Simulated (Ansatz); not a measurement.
F2H2O2Ti, SMILES [Ti]([OH])([F])([OH])[F], multiplicity 1.

The structure is a stationary point at B3LYP-D3(BJ)/def2-SVP. The spin state was assumed, not searched. The structure was generated by enumeration; whether it is a known compound was not checked. The values are those of a single conformer.

Two levels are set side by side: PBE/def2-SVPD (Ansatz, a first-principles code) and PBE0/def2-SVPD (Ansatz). Energy differences of separate SCF runs at the same geometry; the states with an electron removed or added have multiplicity 2 and 2. Differences are taken from unrounded values.

```csv
quantity,PBE0,PBE,PBE minus PBE0
vertical ionisation energy (eV),12.37,11.78,-0.59
vertical singlet–triplet gap (eV),5.68,5.77,0.09
```
